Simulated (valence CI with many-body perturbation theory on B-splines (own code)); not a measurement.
Mo³⁶⁺: magnetic and hyperfine properties of the levels

Calculated by valence CI with perturbative core correlation (CI+MBPT): four valence electrons over a frozen Dirac-Fock core [He], radial functions for each j: 11 s, 11 p, 10 d, 8 f, 5 g, 2 h, with the one-electron correlation potential Σ1, the two-electron term Σ2, the three-electron term Σ3, Breit, model QED; selected CI, second order for the rest, scaled by the run's own slope (own B-spline code, finite nucleus).

The last digits are not significant, and no measured levels were compared; by estimate large intervals hold to a few tenths of a per cent, small ones and those within an open d or f shell to about a per cent. Among the levels kept, up to 970 cm⁻¹ of a level comes from second order outside the variational space, and about a tenth of that is noise between levels of different J, which matters for small intervals.

A/g_I is the dipole constant over the nuclear g factor μ/I (μ in nuclear magnetons, uniformly magnetised nucleus), B/Q the quadrupole constant per barn. Both hold the static response of the core; the bare values leave it out. Large factors of s and p1/2 electrons are usually good to 5 to 10 %; those of open d and f shells near neutrality can be off by tens of per cent, and small factors of p3/2, d and f electrons come from cancelling terms and can be off by a factor of two or in sign, in half-filled shells by more. B is blank for J = 1/2, where it vanishes, and for nearly pure S terms. Energies count from the lowest level. Levels with J = 0 are left out.

Levels are named by their leading jj configuration (3d3/2^4 stands for four electrons in 3d with j = 3/2), which in mixed levels can hold well under half, so a name can repeat and another be missing. Letters in brackets count levels of one name in rising energy.

| Level | E (Ry) | g | A/g_I (MHz) | A/g_I bare | B/Q (MHz/b) | B/Q bare |
| --- | --- | --- | --- | --- | --- | --- |
| (2s^2 2p1/2 2p3/2) J=1 | 7.61 | 1.491 | -30500 | -23100 | 127000 | 127000 |
| (2s^2 2p1/2 2p3/2) J=2 | 8.51 | 1.201 | 294000 | 297000 | 179000 | 179000 |
| (2s^2 2p3/2^2) J=2 | 16.76 | 1.277 | 143000 | 147000 | 74000 | 74200 |
| (2s 2p1/2^2 2p3/2) J=2 | 16.89 | 1.711 | 682000 | 681000 | 155000 | 155000 |
| (2s 2p1/2^2 2p3/2) J=1 | 20.45 | 0.991 | -394000 | -380000 | 202000 | 202000 |
| (2s 2p1/2 2p3/2^2) J=2 [a] | 24.37 | 1.463 | 533000 | 530000 | 199000 | 200000 |
| (2s 2p1/2 2p3/2^2) J=3 | 26.15 | 1.322 | 638000 | 634000 | -430 | -449 |
| (2s 2p1/2 2p3/2^2) J=1 [a] | 28.72 | 1.272 | 112000 | 118000 | -209000 | -209000 |
| (2s 2p1/2 2p3/2^2) J=2 [b] | 29.42 | 1.123 | 41100 | 49300 | -140000 | -140000 |
| (2s 2p1/2 2p3/2^2) J=1 [b] | 29.91 | 1.454 | 792000 | 787000 | 65700 | 65800 |
| (2s 2p3/2^3) J=2 | 36.09 | 1.328 | 709000 | 701000 | -217000 | -218000 |
| (2s 2p3/2^3) J=1 | 39.10 | 1.241 | -413000 | -394000 | -57000 | -57200 |
| (2p1/2^2 2p3/2^2) J=2 | 40.06 | 1.361 | 121000 | 130000 | 60100 | 60300 |
| (2p1/2 2p3/2^3) J=1 | 48.15 | 1.491 | -43100 | -30000 | -125000 | -125000 |
| (2p1/2 2p3/2^3) J=2 | 49.17 | 1.117 | 300000 | 303000 | -312000 | -312000 |
| (2s^2 2p1/2 3s) J=1 | 210.08 | 1.336 | 757000 | 750000 | -10600 | -10600 |
| (2s^2 2p1/2 3p1/2) J=1 | 212.92 | 0.663 | 520000 | 515000 | -2330 | -2340 |
| (2s^2 2p1/2 3p3/2) J=1 | 215.79 | 1.501 | -34800 | -33400 | 36600 | 36700 |
| (2s^2 2p1/2 3p3/2) J=2 | 216.03 | 1.168 | 231000 | 231000 | 61800 | 61900 |
| (2s 2p1/2^2 3s) J=1 | 218.50 | 2.187 | 1370000 | 1350000 | -7020 | -7040 |
| (2s^2 2p3/2 3s) J=2 | 218.57 | 1.223 | 247000 | 247000 | 156000 | 156000 |
| (2s^2 2p1/2 3d3/2) J=2 | 218.68 | 1.016 | 237000 | 236000 | 113000 | 113000 |
| (2s^2 2p3/2 3s) J=1 | 219.01 | 1.142 | -623 | 7320 | 139000 | 140000 |
| (2s^2 2p1/2 3d3/2) J=1 | 219.66 | 0.828 | -123000 | -122000 | 4100 | 4190 |
| (2s^2 2p1/2 3d5/2) J=2 | 219.98 | 1.282 | -98600 | -97700 | 15600 | 15800 |
| (2s^2 2p1/2 3d5/2) J=3 | 220.02 | 1.112 | 141000 | 140000 | 2830 | 3050 |
| (2s 2p1/2^2 3p1/2) J=1 | 221.61 | 1.537 | 1170000 | 1150000 | -6760 | -6770 |
| (2s^2 2p3/2 3p1/2) J=1 | 222.21 | 1.421 | 124000 | 130000 | 124000 | 125000 |
| (2s^2 2p3/2 3p1/2) J=2 | 222.41 | 1.205 | 167000 | 170000 | 227000 | 228000 |
| (2s^2 2p3/2 3p3/2) J=3 | 224.08 | 1.332 | 123000 | 125000 | 328000 | 329000 |
| (2s^2 2p3/2 3p3/2) J=1 | 224.16 | 1.416 | 106000 | 109000 | -123000 | -123000 |

Problem. Take the isotope of mass number 95, with I = 5/2, μ = -0.9132 μN and Q = -0.022 b. What is the hyperfine structure of (2s 2p1/2 2p3/2^2) J=3?

Solution. From the table A = -233000 MHz, B = 9.46 MHz. Shifts from the centre of gravity in MHz: F = 1/2: 2330000, F = 3/2: 1980000, F = 5/2: 1400000, F = 7/2: 582000, F = 9/2: -466000, F = 11/2: -1750000.
